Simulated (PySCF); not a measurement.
From one molecule to another.

First species: C3H4Cl2Si.
SMILES: `C=C=C[SiH](Cl)Cl`

Second species: methyl propyl sulfide, C₄H₁₀S.
SMILES: `S(C)CCC`

Levels: B3LYP/def2-SVPD for dipole moment, HOMO energy, LUMO energy, HOMO–LUMO gap, static isotropic polarisability and electronic spatial extent ⟨r²⟩ about the centre of nuclear charge; TDDFT B3LYP/def2-SVPD for lowest singlet excitation; TDA B3LYP/def2-SVPD for lowest triplet excitation (Tamm–Dancoff); GFN2-xTB for rotational constant A and rotational constant C. Geometries: GFN2-xTB. Each species is one conformer at its optimised geometry, gas phase, non-relativistic unless stated; the electronic structure was computed with PySCF and density fitting.

The conformers computed, where there is a choice (atom-mapped SMILES and torsion angles):
- `[CH2:1]=[C:2]=[CH:3][SiH:4]([Cl:5])[Cl:6]`: C2–C3–Si4–Cl5 129°
- `[CH3:1][CH2:2][CH2:3][S:4][CH3:5]`: C1–C2–C3–S4 -177°, C2–C3–S4–C5 -72°

**Question.** Which has the higher dipole moment?

**Answer.** The first: 1.81 D against 1.76 D, a difference of 0.05 D.

**Question.** Which has the higher HOMO–LUMO gap?

**Answer.** The first: 6.70 eV against 6.38 eV, a difference of 0.32 eV.

**Question.** Which of the two has the higher S1 energy, and by how much?

**Answer.** The first: 5.34 eV against 5.27 eV, a difference of 0.07 eV.

**Question.** Which has the higher T1 energy?

**Answer.** The second: 4.91 eV against 4.58 eV, a difference of 0.33 eV.

**Question.** Which has the higher rotational constant C?

**Answer.** The second: 1.683 GHz against 0.915 GHz, a difference of 0.768 GHz.

**Question.** Which of the two has the higher ⟨r²⟩, and by how much?

**Answer.** The first: 1219 bohr² against 771 bohr², a difference of 448 bohr².

**Question.** Which of the two has the higher HOMO energy, and by how much?

**Answer.** The second: -6.01 eV against -7.66 eV, a difference of 1.65 eV.

**Question.** Which has the higher LUMO energy?

**Answer.** The second: 0.37 eV against -0.96 eV, a difference of 1.33 eV.

On the first: The principal polarisabilities are 69.5, 79.2 and 123.4 au; their mean is the isotropic value. No computed singlet falls in the visible range (750 to 380 nm, 1.65 to 3.26 eV); S1 lies 2.08 eV above its blue end.

On the second: No computed singlet falls in the visible range (750 to 380 nm, 1.65 to 3.26 eV); S1 lies 2.01 eV above its blue end. The polarisability is 10.84 Å³ as a volume (1 au = 0.148185 Å³), or 1.46 au for each of the 50 electrons.
